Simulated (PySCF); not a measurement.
C10H7N3, SMILES C1=CC2=NC=CC3=CC=NC(=C1)N32. Coordinates come from a PBE-D3(BJ)/def2-SVP optimisation.

Computed with PySCF 2.14.0 with PBE-D3(BJ)/def2-SVP.

Harmonic wavenumbers (cm⁻¹): 111, 142, 199, 233, 435, 457, 460, 467, 472, 480, 484, 582, 635, 666, 695, 737, 763, 774, 799, 799, 826, 828, 846, 949, 956, 971, 1020, 1046, 1072, 1082, 1102, 1109, 1169, 1209, 1224, 1232, 1262, 1308, 1352, 1388, 1397, 1493, 1507, 1587, 1598, 1640, 1652, 3075, 3075, 3127, 3157, 3160, 3173, 3175. Rotational constants (GHz): 1.165, 1.119, 0.5708; symmetry number 2.

**Question.** Work out the zero-point energy and the ideal-gas rigid-rotor harmonic-oscillator thermochemistry at 298.15 K and 1 atm.

**Answer.** ZPE = ½ Σ hcν = ½ × 65159 cm⁻¹ = 389.74 kJ/mol. H − E(el) = 414.96 kJ/mol. Entropy in J/(mol K): translation 172.74, rotation 121.63, vibration 82.05, total 376.41. G − E(el) = 302.74 kJ/mol. Cp = 161.78 J/(mol K). Modes under 150 cm⁻¹ make the vibrational entropy uncertain.
